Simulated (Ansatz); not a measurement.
`C[N](C)[Ga]([Cl])[Cl]` → `[Cl][GaH][Cl]` + `C=NC` at 298.15 K and 1 bar (β-hydride elimination).

Program: Ansatz. Geometries: PBE0-D4/def2-TZVP. ΔE: electronic, gas phase. CBS: MP2 limit from def2 TZ/QZ plus the TZ coupled-cluster correction, frozen cores. For Ga outer-core shells are correlated without core-valence functions, which leaves a few kJ/mol of doubt a bond. Scalar relativity is left out up to krypton. Each species was taken in one conformer, which may not be the lowest.

```json
{"species": "`C[N](C)[Ga]([Cl])[Cl]`", "CCSD(T)/CBS energy (Eh)": "-2978.03927", "H − E (kJ/mol)": "249.3", "S (J/(mol·K))": "397.1"}
{"species": "`[Cl][GaH][Cl]`", "CCSD(T)/CBS energy (Eh)": "-2844.19972", "H − E (kJ/mol)": "38.8", "S (J/(mol·K))": "300.2"}
{"species": "`C=NC`", "CCSD(T)/CBS energy (Eh)": "-133.77870", "H − E (kJ/mol)": "191.7", "S (J/(mol·K))": "260.0"}
```

H − E and S are ideal-gas, rigid-rotor, harmonic terms from PBE0-D4/def2-TZVP, for one conformer and one mirror image of each species. 1 Eh = 2625.50 kJ/mol, R = 8.31446 J/(mol·K).

**Question.** By hand: ΔE, ΔH, ΔS and ΔG.

**Answer.** ΔE = (-2844.19972) + (-133.77870) − (-2978.03927) = 0.06085 Eh = 159.8 kJ/mol. Δ(H − E) = 38.8 + 191.7 − 249.3 = -18.8, so ΔH = 141.0 kJ/mol. ΔS = 300.2 + 260.0 − 397.1 = 163.1 J/(mol·K). ΔG = 141.0 − 298.15 × (163.1)/1000 = 92.4 kJ/mol.

**Question.** By hand: the equilibrium constant, and the temperature at which ΔG would vanish if ΔH and ΔS stayed fixed.

**Answer.** log₁₀ K = −ΔG/(RT ln 10) = -16.2. ΔG = 0 at ΔH/ΔS = 865 K.

The number of gas molecules changes by +1, which sets the sign of ΔS. A doubt of 5 kJ/mol in ΔE shifts log₁₀ K by 0.9 here. Other conformers and mirror images would add mixing entropy, several J/(mol·K) or more a flexible species. These are equilibria of isolated gas molecules and say nothing of rates. Largest T1 diagnostic: 0.012 (customary marks: 0.02 for closed shells, 0.045 for open ones).
